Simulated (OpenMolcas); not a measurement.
Mo2+ (d4) among equal point charges was computed by CASSCF with the d shell active (OpenMolcas, ANO-RCC-VDZP on the metal). Its lowest spin-free states, and all those of the highest spin:

```csv
2S+1,Degeneracy,E (cm-1)
5,1,0.0
5,2,2281
3,2,11793
5,2,11899
3,2,12597
3,2,14078
3,2,15675
3,1,16573
3,2,17797
3,2,17803
1,1,18246
3,2,18969
```

Problem. Is the site octahedral, tetrahedral or cube-like, axial, or of lower symmetry?

Solution. The states with 2S+1 = 5 have orbital degeneracies 1, 2, 2. There are pairs but no triples, so the site is axial: not cubic, but with a proper or improper axis of order three or more. The run had Mo2+ among 2 point charges of -1.25 e arranged as a linear pair (D∞h), 1.94 Å from the ion.

Without dynamic correlation the repulsion within the d shell is too large (B by tens of per cent), so at a given field states of lower spin stand too high. Point charges give a weaker field than real ligands, and real ions of this kind are as a rule low spin; the high spin found here belongs to the model. Point charges carry no covalency, so the field is a model and not that of real ligands. No measured value stands beside these numbers.
